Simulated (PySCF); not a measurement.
## Osmium: a sound run and one with changed settings

Sound run: Os [Xe] 4f14 5d6 6s2, Os⁺ [Xe] 4f14 5d6 6s1. All numbers are calculated (PySCF 2.14, a scalar-relativistic core potential, in cc-pVTZ-PP with ECP60MDF (5s5p4d2f1g, 63 functions)). The sound run starts from symmetry-adapted Hartree-Fock orbitals and uses a fine grid where one is needed.

Changed run: 26 angular points. This setting is unsound on purpose.

```csv
species,method,sound run (hartree),changed run (hartree),converged
Os,UHF,-90.07074,-90.07074,yes
Os,PBE0,-90.77634,-90.78140,yes
Os,BP86,-90.90283,-90.90925,yes
Os⁺,UHF,-89.83090,-89.83090,yes
Os⁺,PBE0,-90.48038,-90.48687,yes
Os⁺,BP86,-90.59014,-90.59682,yes
```

Ionisation energy of Os:

```json
{"method": "UHF", "sound run (eV)": "6.526", "changed run (eV)": "6.526"}
{"method": "PBE0", "sound run (eV)": "8.053", "changed run (eV)": "8.014"}
{"method": "BP86", "sound run (eV)": "8.509", "changed run (eV)": "8.502"}
```

A coarse angular grid integrates products of high-l functions wrongly, so density functionals can shift, and the SCF can exploit the error; Hartree-Fock and MP2 need no grid.

For comparison, NIST gives 8.438 eV between the lowest levels.
